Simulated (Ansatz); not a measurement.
Stepwise reaction of `BS` with methanol, as a gas-phase model of exchange steps in deposition or etching. ΔE in kJ/mol.

Program: Ansatz. Geometries: PBE0-D4/def2-TZVP. ΔE: electronic, gas phase. CBS: MP2 limit from def2 TZ/QZ plus the TZ coupled-cluster correction, frozen cores. This one scheme is used for every species. Functionals use def2-TZVPP. B3LYP here is the variant with VWN-RPA as its local correlation; programs differ in this. One conformer a species, not always the lowest.

| step | reaction | PBE-D4 | B3LYP-D4 | ωB97M-V | CCSD(T)/CBS |
| --- | --- | --- | --- | --- | --- |
| 1 | `BS` + CH₃OH → `COBS` + H₂ | -107.3 | -108.5 | -107.0 | -105.2 |
| 2 | `COBS` + CH₃OH → `COB(S)OC` + H₂ | -100.3 | -104.9 | -105.4 | -103.8 |

Q: By hand: ΔE of the 2 steps together at CCSD(T)/CBS.

A: (-105.2) + (-103.8) = -209.0 kJ/mol, or -104.5 kJ/mol a step.

In ΔE the steps differ by no more than 1.4 kJ/mol. All are downhill at CCSD(T)/CBS. PBE-D4 differs from CCSD(T)/CBS by -2.1 to 3.5 kJ/mol a step. Isolated molecules leave out the surface, adducts and barriers. Largest T1 diagnostic: 0.015.
